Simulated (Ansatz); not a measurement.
# Match the barriers

Saddle point of CH5GaS, closed shell (CH₅GaS ([CH3][GaH][SH]) → GaHS ([S][GaH]) + CH₄; bonds formed: C2–H4; bonds broken: Ga1–C2, S3–H4), PBE0-D4/def2-TZVP structure:

```csv
atom,x (Å),y (Å),z (Å)
Ga1,-1.2447,0.1209,0.4468
C2,0.8811,0.0680,-0.0450
S3,-1.8043,-0.9231,-1.2933
H4,-0.1660,-0.4959,-0.8450
H5,-1.4795,0.8543,1.7868
H6,1.2609,-0.4168,0.8582
H7,1.0962,1.1397,-0.0267
H8,1.4564,-0.3471,-0.8819
```

Program: Ansatz 0.2.0. Basis: def2-TZVPP, with def2-QZVPP for the basis limit. Cores are frozen in the correlated methods. Filled d shells of the heavier atoms are correlated. The def2 sets are not built for correlating such inner shells, so the correlated values are less sure here. B3LYP uses VWN-RPA correlation. Extrapolation: Hartree–Fock as exp(−7.88 √X), correlation as X^−2.97. Four methods, as single points on the PBE0-D4 structures, gave these electronic barriers from the start structure: 198.3, 213.6, 237.6, 279.7 kJ/mol.

(1) The methods were, in alphabetical order, B3LYP-D4, BHLYP-D4, BLYP-D4, HF. Which gave which? (A judgement: the text doesn't fix the answer.)

The T1 diagnostic stays at or below 0.018.

Answers

(1) Computed: BLYP-D4 198.3; B3LYP-D4 213.6; BHLYP-D4 237.6; HF 279.7 kJ/mol. For comparison, CCSD(T) at an estimated basis limit (MP2 extrapolated from triple and quadruple zeta, plus CCSD(T) − MP2 in triple zeta) gives 216.8 kJ/mol.

Labels in which every atom is bracketed show which atoms are joined, not bond orders.

For scale, one of the runs: CCSD(T)/def2-TZVPP, 191 basis functions, launched by `ansatz run in.yaml --threads 4 --pin off --events-out ev --progress --plain --max-ram 9574MiB`. Time: 2.1 min of wall clock on 4 CPU threads of an Intel Xeon; the host was shared. Peak host memory: 2 GiB.
